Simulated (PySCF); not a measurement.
PySCF job for TiOF2, SMILES [O]=[Ti]([F])[F], multiplicity 1, TDDFT-PBE/def2-SVPD. Geometry optimised at B3LYP-D3(BJ)/def2-SVP. The multiplicity is an assumed one; other spin states were not compared.

```python
import numpy as np
from pyscf import gto, scf, dft, tdscf

mol = gto.M(
    atom='''
    Ti    0.12674211   -0.03235986   -0.00000000
    O    -0.11606093   -1.60746332    0.00000000
    F    -0.10332439    0.75397908    1.57815003
    F    -0.10332439    0.75397908   -1.57815004
    ''',
    basis='def2-SVPD',
    charge=0,
    spin=0,
    symmetry=True,
    max_memory=1600,
    verbose=4,
)
mf = dft.RKS(mol, xc='pbe').density_fit(auxbasis='def2-universal-jkfit')
mf.grids.level = 3
mf.conv_tol = 1e-9
mf.max_cycle = 100
mf.kernel()
mf.grids = dft.Grids(mol).set(level=1).build(with_non0tab=True)  # coarser grid for the response kernel
td = tdscf.TDDFT(mf)
td.singlet = True
td.nstates = 10
td.conv_tol = 1e-4
td.positive_eig_threshold = 1e-6
td.kernel(x0=td.get_init_guess(mf, 15))
td.analyze()
tt = tdscf.TDA(mf)
tt.singlet = False
tt.nstates = 4
tt.conv_tol = 1e-4
tt.positive_eig_threshold = 1e-6
tt.kernel(x0=tt.get_init_guess(mf, 9))
tt.analyze(verbose=3)
```

Output:

```
PySCF version 2.14.0

[INPUT] verbose = 4
[INPUT] num. atoms = 4
[INPUT] num. electrons = 48
[INPUT] charge = 0
[INPUT] spin (= nelec alpha-beta = 2S) = 0
[INPUT] symmetry True subgroup None
[INPUT] Mole.unit = angstrom
[INPUT] Symbol           X                Y                Z      unit          X                Y                Z       unit  Magmom
[INPUT]  1 Ti     0.126742110000  -0.032359860000   0.000000000000 AA    0.239507876349  -0.061151272829   0.000000000000 Bohr   0.0
[INPUT]  2 O     -0.116060930000  -1.607463320000   0.000000000000 AA   -0.219323371462  -3.037665430084   0.000000000000 Bohr   0.0
[INPUT]  3 F     -0.103324390000   0.753979080000   1.578150030000 AA   -0.195254799088   1.424813964852   2.982271340174 Bohr   0.0
[INPUT]  4 F     -0.103324390000   0.753979080000  -1.578150040000 AA   -0.195254799088   1.424813964852  -2.982271359071 Bohr   0.0

nuclear repulsion = 216.698101939267
point group symmetry = Cs
symmetry origin: [-1.57477179e-09 -1.57477172e-09 -3.54323644e-09]
symmetry axis x: [ 1.00000000e+00  2.07942890e-09 -2.10499942e-10]
symmetry axis y: [ 2.07942890e-09 -1.00000000e+00 -4.88090581e-09]
symmetry axis z: [ 2.10499953e-10 -4.88090575e-09  1.00000000e+00]
num. orbitals of irrep A' = 62
num. orbitals of irrep A" = 41
number of shells = 39
number of NR pGTOs = 175
number of NR cGTOs = 103
basis = def2-SVPD
ecp = {}


[settings echo left out]
init E= -1123.66803988441
HOMO (A") = -0.461028125100448  LUMO (A') = -0.184811010313983  gap/eV = 7.51625
cycle= 1 E= -1123.34930410455  delta_E= 0.319  |g|= 1.51  |ddm|= 2.88
HOMO (A") = -0.230166228680048  LUMO (A') = -0.203903942270424  gap/eV = 0.71463
cycle= 2 E= -1106.42431091632  delta_E= 16.9  |g|= 8.27  |ddm|= 4.65
HOMO (A") = -0.184087440050363  LUMO (A') = -0.113492298936351  gap/eV = 1.92099
cycle= 3 E= -1123.40168996022  delta_E=  -17  |g|= 1.51  |ddm|= 4.01
HOMO (A") = -0.326679028216613  LUMO (A') = -0.198088466311131  gap/eV = 3.49913
cycle= 4 E= -1123.72223469807  delta_E= -0.321  |g|= 0.643  |ddm|= 0.966
HOMO (A") = -0.29759507764132  LUMO (A') = -0.187378996431084  gap/eV = 2.99913
cycle= 5 E= -1123.7558244779  delta_E= -0.0336  |g|= 0.517  |ddm|= 0.481
HOMO (A") = -0.289664175961496  LUMO (A') = -0.171978799211149  gap/eV = 3.20238
cycle= 6 E= -1123.78740561831  delta_E= -0.0316  |g|= 0.31  |ddm|= 0.124
HOMO (A") = -0.299701526069232  LUMO (A') = -0.167924742176051  gap/eV = 3.58583
cycle= 7 E= -1123.80447759114  delta_E= -0.0171  |g|= 0.0402  |ddm|= 0.134
HOMO (A") = -0.300846792718513  LUMO (A') = -0.167133415585499  gap/eV = 3.63853
cycle= 8 E= -1123.80478380121  delta_E= -0.000306  |g|= 0.00436  |ddm|= 0.0193
HOMO (A") = -0.300974141085633  LUMO (A') = -0.167040821753508  gap/eV = 3.64451
cycle= 9 E= -1123.80478718707  delta_E= -3.39e-06  |g|= 0.00061  |ddm|= 0.00257
HOMO (A") = -0.30096869197212  LUMO (A') = -0.167059198459204  gap/eV = 3.64386
cycle= 10 E= -1123.80478726953  delta_E= -8.25e-08  |g|= 0.000123  |ddm|= 0.000509
HOMO (A") = -0.300968606237447  LUMO (A') = -0.167061013000155  gap/eV = 3.64381
cycle= 11 E= -1123.80478727222  delta_E= -2.69e-09  |g|= 2.77e-05  |ddm|= 7.01e-05
HOMO (A") = -0.300969164015804  LUMO (A') = -0.167060906907063  gap/eV = 3.64383
cycle= 12 E= -1123.80478727238  delta_E= -1.56e-10  |g|= 7.25e-06  |ddm|= 1.85e-05
HOMO (A") = -0.300969195227037  LUMO (A') = -0.167062521913468  gap/eV = 3.64379
Extra cycle  E= -1123.8047872722  delta_E= 1.75e-10  |g|= 3.15e-05  |ddm|= 2.03e-05
converged SCF energy = -1123.8047872722
tot grids = 23232
Overwritten attributes  positive_eig_threshold  of <class 'pyscf.tdscf.rks.CasidaTDDFT'>


******** <class 'pyscf.tdscf.rks.CasidaTDDFT'> for <class 'pyscf.df.df_jk.DFSymAdaptedRKS'> ********
nstates = 10 singlet
deg_eia_thresh = 1.000e-03
wfnsym = None
conv_tol = 0.0001
eigh lindep = 1e-12
eigh level_shift = 0
eigh max_cycle = 100


Excitation energies (eV)
[3.68428575 4.12729285 4.30819012 4.49113457 4.72067817 5.07808605
 5.36558122 5.47545201 5.74569555 5.84075453]

** Singlet excitation energies and oscillator strengths **
Excited State   1:   A"      3.68429 eV    336.52 nm  f=0.0016
      24 -> 25       -0.70595
Excited State   2:   A'      4.12729 eV    300.40 nm  f=0.0010
      23 -> 25        0.69178
      24 -> 26       -0.10606
Excited State   3:   A'      4.30819 eV    287.79 nm  f=0.0005
      22 -> 25        0.35738
      24 -> 26       -0.60014
Excited State   4:   A'      4.49113 eV    276.06 nm  f=0.0111
      22 -> 25        0.60896
      24 -> 26        0.35446
Excited State   5:   A"      4.72068 eV    262.64 nm  f=0.0002
      23 -> 26        0.70213
Excited State   6:   A"      5.07809 eV    244.16 nm  f=0.0001
      22 -> 26        0.69650
Excited State   7:   A"      5.36558 eV    231.07 nm  f=0.0001
      24 -> 27        0.70172
Excited State   8:   A"      5.47545 eV    226.44 nm  f=0.0079
      21 -> 25        0.69577
Excited State   9:   A'      5.74570 eV    215.79 nm  f=0.0027
      23 -> 27       -0.70302
Excited State  10:   A'      5.84075 eV    212.27 nm  f=0.0109
      20 -> 25       -0.70186

** Transition electric dipole moments (AU) **
state          X           Y           Z        Dip. S.      Osc.
  1        -0.0000     -0.0000     -0.1342      0.0180      0.0016
  2        -0.0137     -0.0986      0.0000      0.0099      0.0010
  3         0.0543      0.0434     -0.0000      0.0048      0.0005
  4         0.2882     -0.1331      0.0000      0.1008      0.0111
  5         0.0000      0.0000      0.0430      0.0019      0.0002
  6         0.0000     -0.0000     -0.0312      0.0010      0.0001
  7         0.0000      0.0000      0.0304      0.0009      0.0001
  8         0.0000      0.0000      0.2422      0.0587      0.0079
  9         0.1395     -0.0024     -0.0000      0.0195      0.0027
 10         0.2543      0.1061     -0.0000      0.0759      0.0109

** Transition velocity dipole moments (imaginary part, AU) **
state          X           Y           Z        Dip. S.      Osc.
  1         0.0000     -0.0000     -0.0184      0.0003      0.0017
  2        -0.0009     -0.0112      0.0000      0.0001      0.0006
  3         0.0109      0.0057      0.0000      0.0002      0.0006
  4         0.0439     -0.0211      0.0000      0.0024      0.0096
  5         0.0000     -0.0000      0.0070      0.0000      0.0002
  6        -0.0000     -0.0000     -0.0081      0.0001      0.0002
  7         0.0000      0.0000      0.0048      0.0000      0.0001
  8        -0.0000      0.0000      0.0469      0.0022      0.0073
  9         0.0257     -0.0014     -0.0000      0.0007      0.0021
 10         0.0540      0.0232      0.0000      0.0035      0.0107

** Transition magnetic dipole moments (imaginary part, AU) **
state          X           Y           Z
  1        -0.3200     -0.0155      0.0000
  2        -0.0000     -0.0000     -0.0834
  3         0.0000     -0.0000     -0.1889
  4        -0.0000     -0.0000     -1.2453
  5        -0.1935     -0.0187     -0.0000
  6         0.6499      0.0322     -0.0000
  7        -0.0415     -0.4938      0.0000
  8        -0.2722     -0.0536      0.0000
  9        -0.0000     -0.0000     -1.7948
 10        -0.0000     -0.0000      0.6919
Overwritten attributes  positive_eig_threshold  of <class 'pyscf.tdscf.rks.TDA'>


******** <class 'pyscf.tdscf.rks.TDA'> for <class 'pyscf.df.df_jk.DFSymAdaptedRKS'> ********
nstates = 4 triplet
deg_eia_thresh = 1.000e-03
wfnsym = None
conv_tol = 0.0001
eigh lindep = 1e-12
eigh level_shift = 0
eigh max_cycle = 100


Excitation energies (eV)
[3.55621731 3.72785019 4.10472437 4.15266954]

** Triplet excitation energies and oscillator strengths **
Excited State   1:   A"      3.55622 eV    348.64 nm  f=0.0000
Excited State   2:   A'      3.72785 eV    332.59 nm  f=0.0000
Excited State   3:   A'      4.10472 eV    302.05 nm  f=0.0000
Excited State   4:   A'      4.15267 eV    298.57 nm  f=0.0000
```

The run converged.
